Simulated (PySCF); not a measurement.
CH₇BGeO₂ (SMILES OB(O)[CH2][GeH3]), singlet, at a GFN2-xTB geometry. Base run: HF/6-31G, polarisability (PySCF).

The PySCF input:
```python
from pyscf import gto, scf
from pyscf.prop import polarizability

mol = gto.Mole()
mol.atom = '''
    Ge    1.203387    0.578561    0.041665
    C    -0.524045    0.319197   -0.874444
    B    -1.426087   -0.696090   -0.033693
    O    -1.365525   -2.033963   -0.217255
    O    -2.249911   -0.278779    0.953439
    H     2.075172    1.529831   -0.725965
    H     1.032820    1.147990    1.414682
    H     1.964866   -0.701783    0.180898
    H    -0.319791   -0.049636   -1.881063
    H    -0.997935    1.296232   -0.983379
    H    -0.776757   -2.334869   -0.907007
    H    -2.288550    0.665490    1.094208
'''
mol.basis = '6-31g'
mol.charge = 0
mol.spin = 0
mol.verbose = 4
mol.build()

mf = scf.RHF(mol)
mf.kernel()
alpha = mf.Polarizability().polarizability()[2, 2]
print('alpha_zz =', alpha)
```

Variants of this job, named by their change:

```tsv
change	alpha_zz (bohr³)	basis functions	core-seconds (rough)
base	42.37	77	5
basis = 6-31G*	44.19	102	10
finite field (a.u.) = 0.05; conv_tol = 1e-11	42.65	77	6
finite field (a.u.) = 0.001; conv_tol = 1e-11	42.37	77	6
functional = pbe	46.33	77	30
finite field (a.u.) = 0.02; conv_tol = 1e-11	42.42	77	6
finite field (a.u.) = 0.001; conv_tol = 1e-6	42.31	77	5
finite field (a.u.) = 0.005; conv_tol = 1e-11	42.38	77	6
functional = camb3lyp	(withheld)	77	100
finite field (a.u.) = 2e-4; conv_tol = 1e-6	42.08	77	4
basis = cc-pVDZ	47.96	118	20
basis = def2-SVP	47.21	123	20
```

Q: Some entries are withheld; supply them.

A: 
- functional = camb3lyp, alpha_zz (bohr³): 44.57

Finite-field rows take the second difference of the energy in a field along z; a small field with loose convergence shows SCF noise divided by the square of the field, and a large one adds hyperpolarisability.
